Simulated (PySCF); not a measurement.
C2H5Se, SMILES CC[Se] (connectivity only; charge and spin as stated), charge -1, multiplicity 1. Atoms are numbered in the order given.

```xyz
8

C     -0.3958    -2.1093     0.0000
C      0.6762    -1.0219     0.0000
Se    -0.0672     0.8299     0.0000
H     -1.0420    -2.0112    -0.8855
H      0.0467    -3.1265     0.0000
H     -1.0420    -2.0112     0.8855
H      1.3204    -1.1402    -0.8858
H      1.3204    -1.1402     0.8858
```
Charge -1, spin multiplicity 1.

Geometry optimised at B3LYP-D3(BJ)/def2-SVPD. The multiplicity is an assumed one; other spin states were not compared. The isomer is the one that the SMILES or the coordinates give; other isomers of the formula were not compared.

Two levels are set side by side: PBE/pcSseg-1 (PySCF) and KT2/pcSseg-1 (PySCF). GIAO shifts against Me2Se (⁷⁷Se), TMS (¹H), TMS (¹³C) at the same level; non-relativistic, no solvent, atoms listed together averaged. Differences are taken from unrounded values.

| quantity | PBE |
|---|---|
| δ(¹³C) of C1 (ppm) | 29.4 |
| δ(¹³C) of C2 (ppm) | 30.5 |
| δ(⁷⁷Se) of Se3 (ppm) | 27.6 |
| δ(¹H) of H7, H8 (ppm) | 2.87 |

Problem. These are the PBE values. What does KT2 give? (Estimate from the structure and the level; the computed values follow.)

Solution. 
```csv
quantity,KT2,PBE minus KT2
δ(¹³C) of C1 (ppm),29.2,0.2
δ(¹³C) of C2 (ppm),29.8,0.7
δ(⁷⁷Se) of Se3 (ppm),64.4,-36.8
"δ(¹H) of H7, H8 (ppm)",2.96,-0.09
```

Rough cost on one machine, each run with all the roots and properties that it gave: KT2 against PBE within a factor of 2.
